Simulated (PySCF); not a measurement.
PySCF input file for H2Sb, SMILES [SbH2-], charge -1, PBE-D3(BJ)/def2-TZVPD. Geometry: PBE-D3(BJ)/def2-TZVPD. The def2 effective core potentials stand for the cores of Sb; spin–orbit coupling is left out.

```python
import numpy as np
from pyscf import gto, scf, dft, df
from pyscf.hessian import thermo

mol = gto.M(
    atom='''
    Sb    0.00000000    0.00000000   -0.04655139
    H     0.00000000    1.23557048    1.18706054
    H     0.00000000   -1.23557049    1.18706054
    ''',
    basis='def2-TZVPD',
    ecp={'Sb': 'def2-tzvp'},
    charge=-1,
    spin=0,
    max_memory=1600,
    verbose=3,
)
mf = dft.RKS(mol, xc='pbe').density_fit(auxbasis='def2-universal-jkfit')
mf.disp = 'd3bj'
mf.grids.level = 3
mf.conv_tol = 1e-11
mf.max_cycle = 100
mf.kernel()

# [left out here: the lines that compute and print the analytic Hessian (its translational invariance restored by hand, since the grid's response is missing), thermochemistry and intensities]
```

Output:

```
converged SCF energy = -241.452375859464

WARN: DFTD3 does not support analytical Hessian, using finite difference


WARN: Mole.unit (angstrom) is changed to Bohr

Mode                                 0                   1                   2
Irrep
Freq [cm^-1]                      776.4808           1758.1534           1762.9044
Reduced mass [au]                   1.0165              1.0160              1.0163
Force const [Dyne/A]                0.3611              1.8503              1.8609
Char temp [K]                    1117.1830           2529.5913           2536.4269
Normal mode                   x     y     z       x     y     z       x     y     z
       0  Sb                 0.00 -0.00 -0.01   -0.00 -0.00  0.01    0.00 -0.01 -0.00
       1   H                 0.00 -0.49  0.50    0.00 -0.51 -0.49    0.00  0.50  0.50
       2   H                 0.00  0.49  0.50    0.00  0.51 -0.49   -0.00  0.50 -0.50
temperature 298.1500 [K]
pressure 101325.00 [Pa]
Rotational constants [GHz] 167.45625 164.20698 82.90785
Symmetry number 2
Zero-point energy (ZPE) 0.00979 [Eh]   25704.989 [J/mol]
                           tot       elec      trans        rot        vib
Entropy [J/mol/K]       229.363      0.000    168.840     59.539      0.983
Cv [J/mol/K]             28.077      0.000     12.472     12.472      3.134
Cp [J/mol/K]             36.391      0.000     20.786     12.472      3.134
Internal energy [J/mol]                      3718.434   3718.434  25937.987
Internal energy [Eh]   -241.43966  -241.45238
Enthalpy [J/mol]                             6197.391   3718.434  25937.987
Enthalpy [Eh]          -241.43872
Gibbs free energy [J/mol]                  -44142.353 -14033.100  25644.803
Gibbs free energy [Eh] -241.46477
mode   freq/cm-1   IR/(km/mol)
   1      776.48        38.384
   2     1758.15       326.583
   3     1762.90       337.354
max |gradient| / (hartree/bohr): 1.796971617571971e-05
APT charges: [-0.4403 -0.2799 -0.2799]
```

The run converged.

Cost: around 10 core-seconds (rough).
